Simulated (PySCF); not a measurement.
One of the candidates below gave these computed data.

All candidates are C3H5FSSi.

* Polarisability: 80.7 au [PBE0/def2-SVPD]
* 13C NMR: chemical shifts (computed TMS as zero) by class: 175.6 (1 C), 114.4 (1 C), 87.2 (1 C) ppm [GIAO PBE0/pcSseg-1]
* Triplet: lowest triplet excitation (Tamm–Dancoff): 3.52 eV [TDA PBE0/def2-SVPD]
* 1H NMR: chemical shifts (computed TMS as zero) by class: 5.51 (1 H), 5.47 (2 H), 5.25 (2 H) ppm [GIAO PBE0/pcSseg-1]
* Rotational structure: rotational constants A, B, C: 4.899, 1.503, 1.175 GHz [GFN2-xTB]
* Dipole: 1.31 D [PBE0/def2-SVPD]
* NMR, other nuclei: isotropic shieldings of nuclei other than C and H, by class: 420 (1 F), 380 (1 Si), 558 (1 S) ppm [GIAO PBE0/pcSseg-1]
* UV, strongest line: among the 8 lowest singlet transitions: S7 at 6.72 eV (184 nm, f = 0.066) [TDDFT PBE0/def2-SVPD]

Gas-phase values; electronic properties from PySCF, density fitting. Levels stand in brackets. Geometry: GFN2-xTB, one conformer, isolated molecule. NMR classes are plain means over equivalent atoms (diastereotopic ones count apart unless rotation or inversion swaps them), as if these changed places fast.

Task: Which candidate is it?
A. `FC[SiH2]C=C=S`
B. `FCC1=C[SiH2]S1`
C. `F[Si@H]1C=CSC1`

Result: B. It is `FCC1=C[SiH2]S1`. Numbering: `[F:1][CH2:2][C:3]1=[CH:4][SiH2:5][S:6]1`. Its formula, C3H5FSSi, gives 2 degrees of unsaturation: 1 ring and 1 π bond in the structure found. 3 carbons fall into 3 classes; from least to most shielded: fully substituted alkene carbon [C3] (175.6 ppm), alkene CH carbon [C4] (114.4 ppm), sp3 C–F carbon [C2] (87.2 ppm). Hydrogen classes from least to most shielded: 1 H on an alkene CH carbon, C4 (5.51 ppm), 2 H on an SiH2 silicon, Si5 (5.47 ppm), 2 H on an sp3 C–F carbon, C2 (5.25 ppm). The other shieldings belong to: 420 ppm, alkyl fluorine [F1]; 380 ppm, SiH2 silicon [Si5]; 558 ppm, sulfur bonded to C and Si [S6]. The optimised geometry has point group Cs and is an asymmetric top.

The others, at the same levels:
- `F[Si@H]1C=CSC1` fails: its computed 13C shifts are 167.4 (1 C), 116.5 (1 C), 17.3 (1 C) ppm, 1H shifts are 7.55 (1 H), 6.00 (1 H), 5.87 (1 H), 2.17 (1 H), 2.02 (1 H) ppm and strongest line among the 8 lowest singlet transitions is S1 at 4.74 eV (261 nm, f = 0.103) (against S7 at 6.72 eV).
- `FC[SiH2]C=C=S` fails: its computed 13C shifts are 239.1 (1 C), 79.2 (1 C), 39.8 (1 C) ppm, 1H shifts are 4.97 (2 H), 4.77 (2 H), 3.92 (1 H) ppm and lowest triplet excitation (Tamm–Dancoff) is 2.51 eV (against 3.52 eV).

Each candidate is one conformer, not necessarily the lowest. Dipoles, sizes and rotational constants follow the conformer. The torsions of the flexible species, by atom-mapped SMILES:
- `[F:1][CH2:2][C:3]1=[CH:4][SiH2:5][S:6]1`: F1–C2–C3–C4 0°
- `[F:1][CH2:2][SiH2:3][CH:4]=[C:5]=[S:6]`: F1–C2–Si3–C4 55°, C2–Si3–C4–C5 158°
